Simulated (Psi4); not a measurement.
F2In, doublet, geometry from GFN2-xTB (such geometries of metal compounds can be far from the true shape) (the spin is typed, not shown lowest) (core potentials on In), with bond 2-1 at 1.25 times its length; Psi4 with HF/def2-SVP.

Input for Psi4:
```
memory 2 GB

molecule {
0 2
  In    0.21583697    0.08578411    0.06613032
  F    -1.01865527    1.49028476   -1.82973542
  F    -0.40335556   -1.67643143    1.09051942
}

set basis def2-svp
set reference uhf
set stability_analysis follow
set scf_type pk

energy('scf')
print_variables()
```

Problem. Predict the main parts of the log of this Psi4 run.

Solution. 
```
   => Loading Basis Set <=

    Name: DEF2-SVP
    Role: ORBITAL
    Keyword: BASIS

    !!!  WARNING: ECP capability is in beta. Please check occupations closely.  !!!

         ---------------------------------------------------------
                                   SCF
               by Justin Turney, Rob Parrish, Andy Simmonett
                          and Daniel G. A. Smith
                              UHF Reference
         ---------------------------------------------------------

  ==> Geometry <==

    Molecular point group: cs
    Full point group: Cs

    Geometry (in Angstrom), charge = 0, multiplicity = 2:

       Center              X                  Y                   Z               Mass
    ------------   -----------------  -----------------  -----------------  -----------------
         IN          -0.032991475169    -0.256247351910     0.000000000000   114.903878776000
         F            2.248370034544     1.117175282452     0.000000000000    18.998403162730
         F           -2.048834924622     0.432629425258     0.000000000000    18.998403162730

  Running in cs symmetry.

  Rotational constants: A =      0.60302  B =      0.09223  C =      0.08000 [cm^-1]
  Rotational constants: A =  18078.06902  B =   2765.07567  C =   2398.25754 [MHz]
  Nuclear repulsion =   94.357908948499130

  Charge       = 0
  Multiplicity = 2
  Electrons    = 39
  Nalpha       = 20
  Nbeta        = 19

  ==> Algorithm <==

  SCF Algorithm Type is PK.
  DIIS enabled.
  MOM disabled.
  Fractional occupation disabled.
  Guess Type is SAD.
  Energy threshold   = 1.00e-06
  Density threshold  = 1.00e-06
  Integral threshold = 1.00e-12

  ==> Primary Basis <==

  Basis Set: DEF2-SVP
    Blend: DEF2-SVP
    Number of shells: 22
    Number of basis functions: 54
    Number of Cartesian functions: 58
    Spherical Harmonics?: true
    Max angular momentum: 2

  Core potential: DEF2-SVP
    Number of shells: 4
    Number of ECP primitives: 18
    Number of ECP core electrons: 28
    Max angular momentum: 3

  ==> Integral Setup <==

  Using in-core PK algorithm.
   Calculation information:
      Number of atoms:                   3
      Number of AO shells:              22
      Number of primitives:             47
      Number of atomic orbitals:        58
      Number of basis functions:        54

      Integral cutoff                 1.00e-12
      Number of threads:                 1

  Performing in-core PK
  Using 2206710 doubles for integral storage.
  We computed 26993 shell quartets total.
  Whereas there are 32131 unique shell quartets.

  ==> DiskJK: Disk-Based J/K Matrices <==

    J tasked:                  Yes
    K tasked:                  Yes
    wK tasked:                  No
    Schwarz Cutoff:          1E-12

  Minimum eigenvalue in the overlap matrix is 3.6331277137E-02.
  Reciprocal condition number of the overlap matrix is 1.2242497154E-02.
    Using symmetric orthogonalization.

  ==> Pre-Iterations <==

  SCF Guess: Superposition of Atomic Densities via on-the-fly atomic UHF (no occupation information).

   -------------------------
    Irrep   Nso     Nmo
   -------------------------
     A'        38      38
     A"        16      16
   -------------------------
    Total      54      54
   -------------------------

  ==> Iterations <==

                        Total Energy        Delta E     RMS |[F,P]|

   @UHF iter SAD:  -385.71892117572861   -3.85719e+02   0.00000e+00
   @UHF iter   1:  -387.66717222474750   -1.94825e+00   1.55594e-02 DIIS/ADIIS
   @UHF iter   2:  -387.74356392173138   -7.63917e-02   1.41718e-02 DIIS/ADIIS
   @UHF iter   3:  -387.85337382465013   -1.09810e-01   1.20474e-03 DIIS/ADIIS
   @UHF iter   4:  -387.85817480062144   -4.80098e-03   1.03949e-03 DIIS/ADIIS
   @UHF iter   5:  -387.86113010712103   -2.95531e-03   7.93634e-04 DIIS/ADIIS
   @UHF iter   6:  -387.86550285488124   -4.37275e-03   7.83988e-04 DIIS/ADIIS
   @UHF iter   7:  -387.86763876659660   -2.13591e-03   8.17645e-04 DIIS/ADIIS
   @UHF iter   8:  -387.86284260036206    4.79617e-03   7.89300e-04 DIIS/ADIIS
   @UHF iter   9:  -387.84984376165528    1.29988e-02   1.92863e-03 DIIS/ADIIS
   @UHF iter  10:  -387.85353731761199   -3.69356e-03   1.67692e-03 DIIS/ADIIS
   @UHF iter  11:  -387.86113998935713   -7.60267e-03   1.68971e-03 DIIS/ADIIS
   @UHF iter  12:  -387.85905237244515    2.08762e-03   1.63848e-03 DIIS/ADIIS
   @UHF iter  13:  -387.85630867257885    2.74370e-03   2.29259e-03 DIIS/ADIIS
   @UHF iter  14:  -387.85815824496746   -1.84957e-03   2.43921e-03 DIIS/ADIIS
   @UHF iter  15:  -387.85719491887721    9.63326e-04   2.10944e-03 DIIS/ADIIS
   @UHF iter  16:  -387.85583167683041    1.36324e-03   2.40029e-03 DIIS/ADIIS
   @UHF iter  17:  -387.85549908876493    3.32588e-04   2.56751e-03 DIIS/ADIIS
   @UHF iter  18:  -387.86023966314542   -4.74057e-03   2.10747e-03 DIIS/ADIIS
   @UHF iter  19:  -387.85937367481921    8.65988e-04   2.08565e-03 DIIS/ADIIS
   @UHF iter  20:  -387.85739987013272    1.97380e-03   2.25112e-03 DIIS/ADIIS
   @UHF iter  21:  -387.85882751065583   -1.42764e-03   9.38468e-04 DIIS/ADIIS
   @UHF iter  22:  -387.86272943919727   -3.90193e-03   1.11076e-03 DIIS/ADIIS
   @UHF iter  23:  -387.85940732320182    3.32212e-03   6.00190e-04 DIIS/ADIIS
   @UHF iter  24:  -387.85918108022167    2.26243e-04   6.36718e-04 DIIS/ADIIS
   @UHF iter  25:  -387.85852136723884    6.59713e-04   6.13330e-04 DIIS/ADIIS
   @UHF iter  26:  -387.85652186198735    1.99951e-03   6.07718e-04 DIIS/ADIIS
   @UHF iter  27:  -387.85451167061200    2.01019e-03   6.54275e-04 DIIS/ADIIS
   @UHF iter  28:  -387.86860059401204   -1.40889e-02   2.59230e-03 DIIS/ADIIS
   @UHF iter  29:  -387.86905723972427   -4.56646e-04   1.99482e-03 DIIS/ADIIS
   @UHF iter  30:  -387.85913348035666    9.92376e-03   1.53187e-03 DIIS/ADIIS
   @UHF iter  31:  -387.86060081354606   -1.46733e-03   1.74617e-03 DIIS/ADIIS
   @UHF iter  32:  -387.85757086910212    3.02994e-03   1.66971e-03 DIIS/ADIIS
[...]
   @UHF iter  44:  -387.85978919685766    8.90937e-05   2.02477e-03 DIIS/ADIIS
   @UHF iter  45:  -387.85838080343848    1.40839e-03   2.10096e-03 DIIS/ADIIS
   @UHF iter  46:  -387.85504898556110    3.33182e-03   2.58424e-03 DIIS/ADIIS
   @UHF iter  47:  -387.85564812843910   -5.99143e-04   2.09425e-03 DIIS/ADIIS
   @UHF iter  48:  -387.87219792926635   -1.65498e-02   1.73108e-03 DIIS/ADIIS
   @UHF iter  49:  -387.85640943838825    1.57885e-02   1.66791e-03 DIIS/ADIIS
   @UHF iter  50:  -387.85228420567842    4.12523e-03   2.75385e-03 DIIS/ADIIS
   @UHF iter  51:  -387.85295094193594   -6.66736e-04   2.17520e-03 DIIS/ADIIS
   @UHF iter  52:  -387.85352397526538   -5.73033e-04   2.21852e-03 DIIS/ADIIS
   @UHF iter  53:  -387.84900363813540    4.52034e-03   3.04365e-03 DIIS/ADIIS
   @UHF iter  54:  -387.85054774761875   -1.54411e-03   2.65350e-03 DIIS/ADIIS
   @UHF iter  55:  -387.85292347972825   -2.37573e-03   2.44953e-03 DIIS/ADIIS
   @UHF iter  56:  -387.85721922965905   -4.29575e-03   1.30351e-03 DIIS/ADIIS
   @UHF iter  57:  -387.85909199209584   -1.87276e-03   1.17168e-03 DIIS/ADIIS
   @UHF iter  58:  -387.86226731774843   -3.17533e-03   9.91203e-04 DIIS/ADIIS
   @UHF iter  59:  -387.85936254385922    2.90477e-03   8.83915e-04 DIIS/ADIIS
   @UHF iter  60:  -387.85962569429989   -2.63150e-04   8.91763e-04 DIIS/ADIIS
   @UHF iter  61:  -387.85654093666506    3.08476e-03   9.70775e-04 DIIS/ADIIS
   @UHF iter  62:  -387.85462232121233    1.91862e-03   1.02265e-03 DIIS/ADIIS
   @UHF iter  63:  -387.85967978243758   -5.05746e-03   9.99991e-04 DIIS/ADIIS
   @UHF iter  64:  -387.85602672524021    3.65306e-03   1.08275e-03 DIIS/ADIIS
   @UHF iter  65:  -387.85446216778587    1.56456e-03   1.23315e-03 DIIS/ADIIS
   @UHF iter  66:  -387.85813894793688   -3.67678e-03   1.82270e-03 DIIS/ADIIS
   @UHF iter  67:  -387.85741785873779    7.21089e-04   1.71702e-03 DIIS/ADIIS
   @UHF iter  68:  -387.85811637003133   -6.98511e-04   1.77431e-03 DIIS/ADIIS
   @UHF iter  69:  -387.86294059675299   -4.82423e-03   1.92612e-03 DIIS/ADIIS
   @UHF iter  70:  -387.85925808873168    3.68251e-03   1.50190e-03 DIIS/ADIIS
   @UHF iter  71:  -387.85976360821996   -5.05519e-04   1.70132e-03 DIIS/ADIIS
   @UHF iter  72:  -387.86593872373788   -6.17512e-03   1.08415e-03 DIIS/ADIIS
   @UHF iter  73:  -387.85815195170807    7.78677e-03   1.15432e-03 DIIS/ADIIS
   @UHF iter  74:  -387.85070971193903    7.44224e-03   1.84531e-03 DIIS/ADIIS
   @UHF iter  75:  -387.84673775791885    3.97195e-03   2.92575e-03 DIIS/ADIIS
   @UHF iter  76:  -387.84830390701762   -1.56615e-03   2.44011e-03 DIIS/ADIIS
   @UHF iter  77:  -387.84701149482737    1.29241e-03   2.70906e-03 DIIS/ADIIS
   @UHF iter  78:  -387.85168654129285   -4.67505e-03   2.22830e-03 DIIS/ADIIS
   @UHF iter  79:  -387.85159099896180    9.55423e-05   2.25722e-03 DIIS/ADIIS
   @UHF iter  80:  -387.85398710389063   -2.39610e-03   1.87318e-03 DIIS/ADIIS
   @UHF iter  81:  -387.86112896766053   -7.14186e-03   1.33351e-03 DIIS/ADIIS
   @UHF iter  82:  -387.86668797643460   -5.55901e-03   1.31815e-03 DIIS/ADIIS
   @UHF iter  83:  -387.86059807620552    6.08990e-03   1.52308e-03 DIIS/ADIIS
   @UHF iter  84:  -387.85603231366844    4.56576e-03   1.66805e-03 DIIS/ADIIS
   @UHF iter  85:  -387.84704944005091    8.98287e-03   2.65538e-03 DIIS/ADIIS
   @UHF iter  86:  -387.83878219261652    8.26725e-03   3.82448e-03 DIIS/ADIIS
   @UHF iter  87:  -387.84952874164998   -1.07465e-02   2.50237e-03 DIIS/ADIIS
   @UHF iter  88:  -387.85261839667407   -3.08966e-03   2.23241e-03 DIIS/ADIIS
   @UHF iter  89:  -387.84975531836380    2.86308e-03   2.58481e-03 DIIS/ADIIS
   @UHF iter  90:  -387.85071141649928   -9.56098e-04   2.48323e-03 DIIS/ADIIS
   @UHF iter  91:  -387.84753715268511    3.17426e-03   2.58678e-03 DIIS/ADIIS
   @UHF iter  92:  -387.84710175480677    4.35398e-04   2.65064e-03 DIIS/ADIIS
   @UHF iter  93:  -387.86128922305681   -1.41875e-02   1.01483e-03 DIIS/ADIIS
   @UHF iter  94:  -387.86588788475814   -4.59866e-03   1.14172e-03 DIIS/ADIIS
   @UHF iter  95:  -387.83328830723912    3.25996e-02   4.28326e-03 DIIS/ADIIS
   @UHF iter  96:  -387.84152668790364   -8.23838e-03   3.31130e-03 DIIS/ADIIS
   @UHF iter  97:  -387.84675479349920   -5.22811e-03   2.75288e-03 DIIS/ADIIS
   @UHF iter  98:  -387.84321655966124    3.53823e-03   3.09014e-03 DIIS/ADIIS
   @UHF iter  99:  -387.84505762916012   -1.84107e-03   2.84947e-03 DIIS/ADIIS
   @UHF iter 100:  -387.84312606739820    1.93156e-03   3.07760e-03 DIIS/ADIIS

PsiException: Could not converge SCF iterations in 100 iterations.

  Failed to converge.

Traceback (most recent call last):
  File "psi4", line 375, in <module>
  File "<string>", line 26, in <module>
  File "site-packages/psi4/driver/driver.py", line 533, in energy
  File "site-packages/psi4/driver/procrouting/proc.py", line 2760, in run_scf
  File "site-packages/psi4/driver/procrouting/proc.py", line 2047, in scf_helper
  File "site-packages/psi4/driver/procrouting/scf_proc/scf_iterator.py", line 93, in scf_compute_energy
  File "site-packages/psi4/driver/procrouting/scf_proc/scf_iterator.py", line 86, in scf_compute_energy
  File "site-packages/psi4/driver/procrouting/scf_proc/scf_iterator.py", line 609, in scf_iterate

psi4.driver.p4util.exceptions.SCFConvergenceError: Could not converge SCF iterations in 100 iterations.

Printing out the relevant lines from the Psithon --> Python processed input file:
    core.IO.set_default_namespace("")
    core.set_global_option("BASIS", "def2-svp")
    core.set_global_option("REFERENCE", "uhf")
    core.set_global_option("STABILITY_ANALYSIS", "follow")
    core.set_global_option("SCF_TYPE", "pk")
--> energy('scf')
    print_variables()

!-------------------------------------------------------!
!                                                       !
!  Could not converge SCF iterations in 100 iterations. !
!                                                       !
!-------------------------------------------------------!
```

The run did not converge; its last values are not results.
